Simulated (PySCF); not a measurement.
# Two-component Hartree-Fock for Ta(68+) (tantalum, charge +68)

Start: [He] 2s2 2p1; 2p1/2 filled at m_j = +1/2. Calculated with PySCF 2.14 in an uncontracted even-tempered set (16 s from 54 bohr⁻², ratio 2.4; 13 p from 70 bohr⁻², ratio 2.4; 5 d from 220 bohr⁻², ratio 2.6; 4 f from 340 bohr⁻², ratio 2.6): generalised Hartree-Fock with the X2C-1e Hamiltonian and a Gaussian nucleus; one run each with spin-orbit coupling (SO) switched off, then screened by Boettger's factors.

| spinor shell | electrons | ε, spin-free (eV) | ε, screened SO (eV) | weight of nominal j (screened SO) | rms radius, screened SO (bohr) |
| --- | --- | --- | --- | --- | --- |
| 1s1/2 | 2 | -75660.1 | -75624.8 | 1.000 | 0.0210 |
| 2s1/2 | 2 | -18470.5 | -18459.6 | 1.000 | 0.0819 |
| 2p1/2 | 1 | -17278.1 | -18269.2 | 1.000 | 0.0689 |

```tsv
quantity	spin-free	screened SO
E (hartree)	-7744.11348	-7780.53387
M_J	1/2	1/2
⟨J²⟩	1.101	0.750
⟨L²⟩	2.000	2.000
⟨S²⟩	0.750	0.750
```

Each row is a mean over spinors that exchange with the open shell spreads, by up to 20.517 eV (2s1/2).

Breit and QED terms are absent; they matter most for the inner s and p1/2 levels.

Densities and radii are taken from the X2C orbitals without a picture-change correction, which distorts them close to the nucleus.

Without spin-orbit coupling the j labels of p, d and f shells carry no meaning; the spin-free column gives the mean over the occupied spinors of each nl shell, and its ⟨J²⟩ belongs to a mixture of degenerate components.
